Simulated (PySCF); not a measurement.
LaN: frontier orbitals

PW91 at R = 1.800 Å; La x2c-TZVPPall, N x2c-TZVPPall; spin-free X2C with a Gaussian nucleus (PySCF 2.14). State: singlet, about 0.2 electrons in the 4f shell (Mulliken). Only the outer orbitals are listed, counted within each symmetry.

```tsv
orbital	occ.	ε (eV)	on La (%)	main shells (%)
11σ	2	-35.62	96	96 La s
12σ	2	-21.21	77	76 La p, 18 N s
6π	2	-19.48	99	99 La p
6π	2	-19.48	99	99 La p
13σ	2	-11.71	31	68 N s, 17 La p, 10 La d
7π	2	-4.29	38	62 N p, 34 La d
7π	2	-4.29	38	62 N p, 34 La d
14σ	2	-3.53	48	46 N p, 32 La d, 12 La p
15σ	0	-2.37	98	80 La s, 15 La p
3δ	0	-1.25	100	99 La d
3δ	0	-1.25	100	99 La d
```

Task: Which are the highest filled and the lowest empty level, where do they sit, and how wide is the gap?

Result: Highest filled 14σ at -3.53 eV (in %: 46 N p, 32 La d, 12 La p); lowest empty 15σ at -2.37 eV (in %: 80 La s, 15 La p); the gap at PW91 is 1.16 eV.

```
bond order (Mayer)                              : 3.06
⟨S²⟩                                            : 0.000
charge on La (Mulliken, basis-dependent)        : 0.49
charge on La (Löwdin, basis-dependent)          : 0.30
dipole moment (positive dipole means La(−)N(+)) : -7.17 D
```

Spin–orbit coupling is left out.
